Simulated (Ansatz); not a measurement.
Reaction (β-hydride elimination): `BB(Cl)OC` → `BBCl` + `C=O`

Program: Ansatz. Geometries: PBE0-D4/def2-TZVP. ΔE: electronic, gas phase. CCSD(T)/CBS adds triple-zeta CCSD(T) − MP2 to the extrapolated MP2 energy (def2 sets, frozen cores). This one scheme is used for every species. DFT in def2-TZVPP. One conformer a species, not always the lowest.

Question: Is it downhill or uphill in electronic energy at CCSD(T)/CBS, and by how much? (An estimate is asked.)

Answer: The calculation gave: Uphill: ΔE = +58.1 kcal/mol.

Question: What do these levels give: PBE-D4, r2SCAN-D4, ωB97X-V, ωB97M-V, B2PLYP, PBE, HF/def2-TZVPP, MP2/def2-TZVPP, CCSD/def2-TZVPP, MP2/def2-QZVPP, HF/CBS(def2), CCSD/CBS(def2)? (Estimate.)

Answer: Ansatz gave: PBE-D4 58.4, r2SCAN-D4 60.3, ωB97X-V 58.6, ωB97M-V 58.6, B2PLYP 55.9, PBE 56.6, HF/def2-TZVPP 51.4, MP2/def2-TZVPP 59.2, CCSD/def2-TZVPP 56.7, MP2/def2-QZVPP 59.8, HF/CBS(def2) 51.4, CCSD/CBS(def2) 57.7 kcal/mol.

Largest T1 diagnostic among the species: 0.015.

From PBE to PBE0 (25 % exact exchange), in def2-TZVPP and without D4, ΔE moves by +2.7 kcal/mol. In def2-TZVPP, CCSD(T) changes the Hartree–Fock value by +5.7 kcal/mol (the triples alone add +0.4 kcal/mol) and MP2 by +7.8 kcal/mol.
